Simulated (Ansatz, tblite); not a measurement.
Series V(O)X3: gap (eV) at several levels, gas phase, relaxed structures; Ansatz, xTB through tblite. Names give formal oxidation states. The structures are stationary points that may keep the symmetry of their start. Remarks come from the PBE and PBE0 runs and from stability tests at other levels; not every state was tested.

```tsv
species	state	geometry	GFN1-xTB	GFN2-xTB	PBE-D4/def2-SVP	r2SCAN-D4/def2-TZVP	HSE06-D4/def2-TZVP	remarks
VOCl3 (VCl3O)	singlet	PBE0-D4/def2-SVP	2.47	2.42	3.13	3.50	4.54	restricted SCF unstable in HF
VOF3	singlet	PBE0-D4/def2-SVP	3.51	3.72	4.76	5.18	6.72	–
VO(OH)3 (VO4H3)	singlet	PBE0-D4/def2-SVP	4.04	3.86	4.36	4.83	6.20	–
```

Task: Estimate the column for PBE-D4/def2-TZVP.

Result: VOCl3 (VCl3O) 3.21; VOF3 4.81; VO(OH)3 (VO4H3) 4.45.

Over the 3 species that have every level, the mean is 3.34 at GFN1-xTB, 3.33 at GFN2-xTB, 4.08 at PBE-D4/def2-SVP, 4.16 at PBE-D4/def2-TZVP, 4.51 at r2SCAN-D4/def2-TZVP, 5.82 at HSE06-D4/def2-TZVP. Orbital gaps grow with the share of exact exchange and aren't one observable across functionals.
